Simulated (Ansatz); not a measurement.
Reaction (formal exchange of groups at the Si–C bond): `C=C[SiH2][SiH2]O` + `[SiH3]Cl` → `O[SiH2][SiH2][SiH2]Cl` + `C=C`

Computed with Ansatz on PBE0-D4/def2-TZVP structures; ΔE is electronic, products minus reactants. CCSD(T)/CBS is the MP2 limit (def2-TZVPP, def2-QZVPP) plus CCSD(T) − MP2 in def2-TZVPP, frozen cores. This one scheme is used for every species. DFT in def2-TZVPP. B3LYP here is the variant with VWN-RPA as its local correlation; programs differ in this. One conformer a species, not always the lowest.

| level | ΔE (kJ/mol) | difference from CCSD(T)/CBS |
| --- | --- | --- |
| B3LYP-D4 | -7.4 | -1.0 |
| ωB97X-V | -6.3 | 0.1 |
| B2PLYP | -3.2 | 3.2 |
| PBE0 | -14.7 | -8.3 |
| B3LYP | -6.2 | 0.2 |
| HF/def2-TZVPP | 4.7 | 11.1 |
| MP2/def2-TZVPP | 1.4 | 7.8 |
| SCS-MP2/def2-TZVPP | 3.3 | 9.7 |
| CCSD(T)/def2-TZVPP | -4.8 | 1.6 |
| HF/def2-QZVPP | 5.3 | 11.7 |
| CCSD(T)/CBS | -6.4 | 0 |

Largest T1 diagnostic among the species: 0.012.

In def2-TZVPP, CCSD(T) changes the Hartree–Fock value by −9.5 kJ/mol (the triples alone add −1.3 kJ/mol) and MP2 by −3.3 kJ/mol. From PBE to PBE0 (25 % exact exchange), in def2-TZVPP and without D4, ΔE moves by +3.6 kJ/mol.
